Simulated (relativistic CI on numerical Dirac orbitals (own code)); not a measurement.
**Calculated levels, Tl54+**

Calculated at this level of theory: Dirac-Coulomb-Breit CI, KLI orbitals optimised for each configuration, a model potential for QED, unscaled Slater integrals (own radial code, finite nucleus).

Configurations in the expansion (outside the closed core [Ne]): 3s2 3p6 3d9, 3s2 3p5 3d10, 3s 3p6 3d10, 3s2 3p6 3d8 4s, 3s2 3p6 3d8 4p, 3s2 3p4 3d10 4s, 3s2 3p6 3d8 4d, 3s2 3p4 3d10 4p, 3s2 3p5 3d9 4s, 3s2 3p6 3d8 4f, 3s2 3p4 3d10 4d, 3s2 3p5 3d9 4p, 3s 3p5 3d10 4s, 3s2 3p6 3d7 4s2, 3s 3p5 3d10 4p, 3s2 3p5 3d9 4d, 3s2 3p6 3d7 4s 4p, 3s 3p6 3d9 4s, 3s 3p5 3d10 4d, 3s2 3p5 3d9 4f, 3p6 3d10 4s, 3s2 3p6 3d8 5s, 3s2 3p6 3d7 4p2, 3s2 3p6 3d7 4s 4d, 3s 3p6 3d9 4p, 3s2 3p6 3d8 5p, 3p6 3d10 4p, 3s2 3p5 3d8 4s2, 3s2 3p6 3d8 5d, 3s2 3p6 3d7 4p 4d, 3s2 3p6 3d8 5f, 3p6 3d10 4d, 3s2 3p5 3d8 4s 4p, 3s 3p6 3d9 4d, 3s2 3p6 3d8 5g, 3s2 3p6 3d7 4d2. Levels of other configurations are missing.

The lowest level is 3s2 3p6 3d9 2D_5/2, with 100 % of that term; Hund's rules for 3s2 3p6 3d9 give 2D with J = 5/2, in agreement.

| No. | Configuration | Term | J | E (10³ cm⁻¹) | % | Landé g | Lifetime (s) |
| --- | --- | --- | --- | --- | --- | --- | --- |
| 1 | 3s2 3p6 3d9 | 2D | 5/2 | 0.0 | 100 | 1.187 |  |
| 2 | 3s2 3p6 3d9 | 2D | 3/2 | 833.9 | 100 | 0.785 | 1.08e-07 |
| 3 | 3s2 3p5 3d10 | 2P° | 3/2 | 4339.7 | 100 | 1.319 | 4.41e-13 |
| 4 | 3s2 3p5 3d10 | 2P° | 1/2 | 8255.1 | 100 | 0.645 | 9.03e-14 |
| 5 | 3s 3p6 3d10 | 2S | 1/2 | 10484.3 | 100 | 1.982 | 1.09e-13 |
| 6 | 3d8(3F) 4s | 4F | 9/2 | 16387.2 | 86 | 1.289 | 5.73e-10 |
| 7 | 3d8(3F) 4s | 2F | 7/2 | 16415.1 | 62 | 1.112 | 4.22e-11 |
| 8 | 3d8(1D) 4s | 2D | 5/2 | 16476.1 | 48 | 1.340 | 1.15e-10 |
| 9 | 3d8(1D) 4s | 2D | 3/2 | 16489.9 | 50 | 0.998 | 4.11e-11 |
| 10 | 3d8(1S) 4s | 2S | 1/2 | 16664.5 | 52 | 2.019 | 2.96e-11 |
| 11 | 3d8(3F) 4s | 4F | 7/2 | 17214.3 | 75 | 1.200 | 1.09e-10 |
| 12 | 3d8(3F) 4s | 4F | 5/2 | 17221.7 | 64 | 0.960 | 7.93e-11 |
| 13 | 3d8(3F) 4p | 4D° | 7/2 | 17296.7 | 47 | 1.265 | 1.23e-11 |
| 14 | 3d8(3P) 4s | 4P | 5/2 | 17301.8 | 49 | 1.292 | 8.92e-11 |
| 15 | 3d8(3P) 4s | 4P | 3/2 | 17308.9 | 30 | 1.093 | 7.64e-11 |
| 16 | 3d8(3F) 4p | 2G° | 9/2 | 17311.1 | 41 | 1.139 | 1.84e-11 |
| 17 | 3d8(1G) 4s | 2G | 9/2 | 17348.8 | 86 | 1.129 | 9.05e-11 |
| 18 | 3d8(3P) 4s | 4P | 3/2 | 17350.3 | 62 | 1.538 | 7.04e-11 |
| 19 | 3d8(1G) 4s | 2G | 7/2 | 17355.1 | 85 | 0.915 | 6.60e-11 |
| 20 | 3d8(3P) 4s | 2P | 1/2 | 17368.6 | 67 | 1.314 | 3.64e-11 |
| 21 | 3d8(1D) 4p | 2D° | 3/2 | 17381.8 | 30 | 1.267 | 1.84e-11 |
| 22 | 3d8(1D) 4p | 2F° | 5/2 | 17389.3 | 40 | 1.072 | 1.78e-11 |
| 23 | 3d8(1S) 4p | 2P° | 1/2 | 17568.4 | 63 | 0.659 | 9.56e-12 |
| 24 | 3d8(3F) 4s | 4F | 3/2 | 18094.5 | 61 | 0.581 | 1.43e-10 |
| 25 | 3d8(3F) 4s | 2F | 5/2 | 18106.0 | 36 | 1.041 | 5.76e-11 |
| 26 | 3d8(3F) 4p | 4G° | 7/2 | 18124.4 | 55 | 1.007 | 8.73e-13 |
| 27 | 3d8(3F) 4p | 4F° | 5/2 | 18130.2 | 39 | 1.111 | 1.91e-13 |
| 28 | 3s2 3p6 3d8 4p | 2D° | 3/2 | 18207.9 | 25 | 1.187 | 4.70e-13 |
| 29 | 3d8(3P) 4p | 2D° | 5/2 | 18222.0 | 27 | 1.069 | 1.45e-13 |
| 30 | 3d8(3P) 4p | 4P° | 1/2 | 18246.3 | 54 | 1.792 | 1.88e-11 |
| 31 | 3d8(1G) 4p | 2H° | 9/2 | 18254.3 | 65 | 0.978 | 1.85e-11 |
| 32 | 3d8(1G) 4p | 2F° | 7/2 | 18274.1 | 54 | 1.074 | 8.26e-14 |
| 33 | 3d8(3P) 4p | 4D° | 3/2 | 18279.7 | 43 | 1.265 | 9.98e-14 |
| 34 | 3d8(1S) 4s | 2S | 1/2 | 18323.0 | 48 | 1.971 | 3.80e-11 |
| 35 | 3d8(3F) 4p | 4G° | 11/2 | 18669.3 | 85 | 1.234 | 1.09e-12 |
| 36 | 3d8(3F) 4p | 4F° | 9/2 | 18698.2 | 59 | 1.224 | 1.08e-12 |
| 37 | 3d8(3F) 4p | 2F° | 7/2 | 18701.8 | 56 | 1.204 | 9.24e-14 |
| 38 | 3d8(3F) 4p | 2D° | 5/2 | 18703.6 | 61 | 1.142 | 7.14e-14 |
| 39 | 3d8(1D) 4p | 2D° | 5/2 | 18760.0 | 57 | 1.232 | 7.81e-14 |
| 40 | 3d8(1D) 4p | 2F° | 7/2 | 18784.5 | 48 | 1.232 | 7.21e-13 |
| 41 | 3d8(1D) 4p | 2P° | 1/2 | 18790.0 | 60 | 0.988 | 1.09e-12 |
| 42 | 3d8(3P) 4p | 2P° | 3/2 | 18796.6 | 53 | 1.204 | 5.92e-14 |
| 43 | 3d8(1S) 4p | 2P° | 3/2 | 18964.1 | 52 | 1.333 | 2.98e-13 |
| 44 | 3d8(3F) 4p | 4G° | 5/2 | 19002.2 | 46 | 0.779 | 3.27e-13 |
| 45 | 3d8(3F) 4p | 2D° | 3/2 | 19043.7 | 39 | 0.839 | 5.51e-14 |

Energies count from the lowest computed level; ° marks odd parity; lifetimes are radiative, by E1, M1, E2, M2 decay to levels of this space only. Percentages are summed over parent terms; the parents shown are those of the largest component, closed shells are left out there.

The mean weight of the leading LS term, summed over parents, in these 45 levels is 59 %, and that of the leading jj configuration (from the same eigenvectors) 99 %, so jj coupling describes them better and the LS labels are nominal.

At this charge energies of transitions that change n are usually good to better than 1 %, and those within a shell (Δn = 0) to a few per cent.

LS names give the leading component of a level, which can be under half, so a name can repeat, a term be missing and a line seem to break the LS rules.
